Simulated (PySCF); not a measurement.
# Computed properties of C2H4FNOSi, SMILES N#C[C@@H](F)[SiH2]O

C2H4FNOSi, SMILES N#C[C@@H](F)[SiH2]O. The structure is a stationary point at ωB97X-D3(BJ)/def2-SVP. The structure was generated by enumeration; whether it is a known compound was not checked. The values are those of a single conformer. All values are computed for the isolated molecule unless a solvent is named; none is compared with measurement here.

**Structure.** All 24 harmonic modes at ωB97X-D3(BJ)/def2-SVP (PySCF) are real, so it is a minimum. With heavy atoms numbered as in [N:1]#[C:2][C@@H:3]([F:4])[SiH2:5][OH:6], the shortest bond between them is N1–C2 at 1.156 Å and the longest C3–Si5 at 1.919 Å.

**Vibrations.** The strongest infrared lines (harmonic, unscaled, degenerate partners summed) lie at 923 cm⁻¹ (164 km/mol, H 52 %, O 22 %, Si 21 %), 843 cm⁻¹ (148 km/mol, H 63 %, O 28 %), 3931 cm⁻¹ (135 km/mol, H 94 %). The softest mode is at 63 cm⁻¹ and the zero-point energy is 38.0 kcal/mol.

**Electronic structure.** ωB97X/def2-TZVP (PySCF) places the frontier levels at -11.27 and 1.24 eV, a gap of 12.51 eV, and gives a dipole moment of 3.25 D and a mean polarisability of 54.4 bohr³. PBE/def2-TZVP (PySCF) at the same geometry gives -7.43 and -1.99 eV, so its gap is 7.07 eV narrower. An orbital gap is neither the optical nor the fundamental gap.

**Excitations.** TDDFT-CAM-B3LYP/def2-SVPD (PySCF) has S1 at 6.42 eV (193 nm, f = 0.008, weak); the most intense of the 10 singlets computed lies at 8.96 eV (f = 0.17). T1 (TDA) is at 5.82 eV. TDDFT-PBE/def2-SVPD (PySCF) puts S1 at 5.62 eV. No vertical singlet excitation falls in the visible range (under 3.1 eV).

**NMR.** GIAO shifts at HF/pcSseg-1 (PySCF) (non-relativistic, atoms alike by connectivity averaged): ¹³C from 69.1 to 123.1 ppm against TMS; ¹H from 2.5 to 5.0 ppm against TMS; ²⁹Si at -25.0 ppm against TMS; ¹⁹F at -231.9 ppm against CFCl3.

**Solvation.** SMD-PBE0/def2-SVP (PySCF) gives -5.2 kcal/mol in water, -3.1 kcal/mol in toluene, -7.3 kcal/mol in 2-propanol (1 M in both phases, gas-phase geometry); of these solvents 2-propanol holds the molecule best.
